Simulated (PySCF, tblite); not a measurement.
Isomers of C4H8F3PSi, one GFN2-xTB conformer each. Single-point energies are computed at PBE0/pcSseg-1 (PySCF, gas phase, no added dispersion term), electronic only.

| SMILES | GFN2-xTB relative energy (kJ/mol) |
| --- | --- |
| FC(F)(F)P([SiH3])C1CC1 | 2.0 |
| FC(F)(F)P1CC([SiH3])C1 | 0.0 |
| C[SiH2]P(C)C(F)=C(F)F | 67.4 |

Conformers: `[F:1][C:2]([F:3])([F:4])[P:5]([SiH3:6])[CH:7]1[CH2:8][CH2:9]1` with C2–P5–C7–C8 166°; `[F:1][C:2]([F:3])([F:4])[P:5]1[CH2:6][CH:7]([SiH3:8])[CH2:9]1` with C2–P5–C6–C7 87°, P5–C6–C7–Si8 131°, C6–C7–C9–P5 -9°, C2–P5–C9–C7 -88°; `[CH3:1][SiH2:2][P:3]([CH3:4])[C:5]([F:6])=[C:7]([F:8])[F:9]` with C1–Si2–P3–C4 174°, Si2–P3–C5–F6 75°.

Q: What does PBE0/pcSseg-1 give for the same structures?

A: 
| SMILES | PBE0/pcSseg-1 E (Eh) | PBE0/pcSseg-1 (kJ/mol) | GFN2-xTB (kJ/mol) | point group |
| --- | --- | --- | --- | --- |
| FC(F)(F)P1CC([SiH3])C1 | -1086.80252 | 0.0 | 0.0 | near Cs |
| FC(F)(F)P([SiH3])C1CC1 | -1086.80057 | 5.1 | 2.0 | C1 |
| C[SiH2]P(C)C(F)=C(F)F | -1086.79306 | 24.9 | 67.4 | C1 |

Both levels put the same isomer lowest; measured from each level's own lowest isomer, the values differ by up to 42.5 kJ/mol (C[SiH2]P(C)C(F)=C(F)F: 67.4 against 24.9). As drawn, the lowest has a four-membered ring, which the highest lacks; the highest has a C=C bond outside aromatic rings, which the lowest lacks. Neighbours under 10 kJ/mol apart (FC(F)(F)P1CC([SiH3])C1 and FC(F)(F)P([SiH3])C1CC1) can change places with a better method, another conformer or zero-point energy.

Q: Which frontier levels, dipoles and rotational constants go with these structures?

A: 
| SMILES | HOMO (eV, PBE0/pcSseg-1) | LUMO (eV) | dipole (D) | A, B, C (MHz) |
| --- | --- | --- | --- | --- |
| FC(F)(F)P1CC([SiH3])C1 | -7.29 | -0.17 | 2.20 | 2643, 619.2, 614.1 |
| FC(F)(F)P([SiH3])C1CC1 | -7.54 | 0.02 | 2.57 | 1406, 1032, 710.9 |
| C[SiH2]P(C)C(F)=C(F)F | -6.82 | -0.29 | 1.59 | 1384, 843.4, 672.8 |

Q: What happens when harmonic zero-point energies from GFN2-xTB frequencies are added?

A: 
```csv
SMILES,ZPE (kJ/mol),electronic (kJ/mol),with ZPE (kJ/mol)
FC(F)(F)P1CC([SiH3])C1,287.6,0.0,0.0
FC(F)(F)P([SiH3])C1CC1,286.1,5.1,3.7
C[SiH2]P(C)C(F)=C(F)F,285.3,24.9,22.6
```

The zero-point energies span 2.3 kJ/mol. The order is unchanged.
